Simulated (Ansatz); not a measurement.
Reaction (redistribution): `[CH3][Y]([NH2])[NH2]` + `[CH3][Y]([OH])[F]` → `[NH2][Y]([NH2])[OH]` + `[CH3][Y]([CH3])[F]`

Program: Ansatz. Geometries: PBE0-D4/def2-TZVP. ΔE: electronic, gas phase. CCSD(T)/CBS adds triple-zeta CCSD(T) − MP2 to the extrapolated MP2 energy (def2 sets, frozen cores). Functionals use def2-TZVPP. Elements past krypton have def2 core potentials. For Y outer-core shells are correlated without core-valence functions, which leaves a few kJ/mol of doubt a bond. One conformer a species, not always the lowest.

```
             level  ΔE (kcal/mol)
          PBE-QIDH            1.2
RPA@PBE/def2-TZVPP            0.9
```

Problem. What does CCSD(T)/CBS give? (An estimate is asked.)

Solution. Ansatz gave: +1.1 kcal/mol. The listed levels differ from it by 0.1, -0.2 kcal/mol.

Largest T1 diagnostic among the species: 0.014.

In def2-TZVPP, CCSD(T) changes the Hartree–Fock value by −0.9 kcal/mol (the triples alone add −0.1 kcal/mol) and MP2 by −1.0 kcal/mol. From BLYP to BHLYP (50 % exact exchange), in def2-TZVPP and without D4, ΔE moves by +0.8 kcal/mol. Leaving LDA and LC-ωPBE aside and taking each functional with its dispersion term where it has one, the values, not all of them listed here, spread over 1.0 kcal/mol, from BLYP-D4 to ωB97X-V.
